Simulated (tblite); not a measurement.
Species: C5H8BClO.
SMILES with atom numbers: `[CH3:1][O:2][C@@H:3]1[BH:4][CH:5]=[CH:6][C@@H:7]1[Cl:8]` (hydrogens: H9, H10, H11 on C1; H12 on C3; H13 on B4; H14 on C5; H15 on C6; H16 on C7)

Computed with GFN2-xTB (tblite), gas phase: L-BFGS steps from a force-field or distance-geometry start until the largest atomic force falls under 0.01 eV/Å.

Step 3: E = -668.8410 eV
```
atom  x, y, z in Å  |  force x, y, z in eV/Å
C1      2.4724    0.3991   -0.0163   -0.019  -0.006   0.080
O2      1.4007   -0.3730   -0.4733   -0.163  -0.186  -0.141
C3      0.2280   -0.2440    0.2979    0.041  -0.040   0.072
B4     -0.6885   -1.5454    0.2785   -0.041   0.120   0.132
C5     -2.0843   -1.0496   -0.0653   -0.186   0.085  -0.028
C6     -2.0753    0.2775   -0.2784   -0.091  -0.237   0.097
C7     -0.7292    0.9076   -0.1591    0.062  -0.188  -0.111
Cl8    -0.2585    1.5457   -1.7757   -0.034   0.003   0.183
H9      3.2803    0.3188   -0.7362    0.017  -0.056  -0.127
H10     2.8066    0.0087    0.9478    0.180   0.117   0.208
H11     2.1736    1.4393    0.0819    0.105   0.328   0.078
H12     0.4958   -0.0579    1.3646   -0.024   0.064  -0.303
H13    -0.3607   -2.5918    0.6133    0.186  -0.426   0.016
H14    -2.9858   -1.6368   -0.1079   -0.168   0.084  -0.106
H15    -2.9530    0.8626   -0.5161    0.135   0.126  -0.005
H16    -0.7294    1.7479    0.5326    0.001   0.212  -0.047
```

Step 4: E = -668.8618 eV
```
atom  x, y, z in Å  |  force x, y, z in eV/Å
C1      2.4750    0.4027   -0.0122   -0.121  -0.052  -0.066
O2      1.4002   -0.3749   -0.4698   -0.035  -0.124  -0.183
C3      0.2243   -0.2499    0.2946    0.026   0.008  -0.011
B4     -0.6956   -1.5489    0.2908    0.080  -0.112   0.066
C5     -2.0890   -1.0534   -0.0674   -0.084   0.123   0.056
C6     -2.0780    0.2733   -0.2759   -0.004  -0.162   0.085
C7     -0.7328    0.9011   -0.1574    0.097   0.044  -0.006
Cl8    -0.2596    1.5457   -1.7662   -0.023   0.008   0.064
H9      3.2782    0.3159   -0.7399   -0.022  -0.034  -0.055
H10     2.8109    0.0158    0.9503    0.188   0.080   0.240
H11     2.1798    1.4456    0.0850    0.089   0.260   0.049
H12     0.4966   -0.0537    1.3459    0.010   0.077   0.047
H13    -0.3526   -2.6061    0.6114    0.071  -0.166  -0.032
H14    -2.9912   -1.6309   -0.1120   -0.283  -0.031  -0.111
H15    -2.9447    0.8690   -0.5159    0.028   0.120  -0.023
H16    -0.7289    1.7578    0.5273   -0.016  -0.039  -0.120
```

**Question.** Estimate the geometry and energy of step 5. (The exact step hangs on the optimiser's Hessian estimate; all steps are aligned on step 4, rigid shifts and turns removed.)

**Answer.** E = -668.8713 eV, largest force 0.271 eV/Å
```
atom  x, y, z in Å  |  force x, y, z in eV/Å
C1      2.4743    0.4040   -0.0110   -0.089  -0.038  -0.065
O2      1.3998   -0.3778   -0.4708    0.036  -0.029  -0.116
C3      0.2225   -0.2532    0.2922    0.023  -0.001  -0.029
B4     -0.6982   -1.5533    0.2988    0.067  -0.159  -0.002
C5     -2.0930   -1.0554   -0.0671   -0.039   0.050   0.108
C6     -2.0794    0.2704   -0.2735    0.033  -0.059   0.059
C7     -0.7334    0.8983   -0.1565    0.067   0.078   0.020
Cl8    -0.2606    1.5459   -1.7600   -0.011   0.016  -0.025
H9      3.2765    0.3138   -0.7428   -0.064  -0.016   0.007
H10     2.8163    0.0212    0.9554    0.121   0.090   0.121
H11     2.1848    1.4528    0.0875    0.079   0.109   0.013
H12     0.4973   -0.0501    1.3368    0.032   0.071   0.187
H13    -0.3470   -2.6163    0.6097    0.012  -0.034  -0.051
H14    -2.9989   -1.6280   -0.1162   -0.249  -0.038  -0.100
H15    -2.9396    0.8744   -0.5162    0.000   0.086  -0.021
H16    -0.7289    1.7623    0.5222   -0.018  -0.126  -0.105
```

The energy changes by -0.0095 eV. The first-order estimate −F·Δx gives -0.0135 eV and the mean of the old and new forces, exact on a quadratic surface, -0.0095 eV. The step makes an angle of 49° with the force vector and moves no atom by more than 0.012 Å.

What follows is the cost of the whole relaxation. The run took 0.86 s on one thread, Arm Neoverse N1 (aarch64), no GPU, shared host.
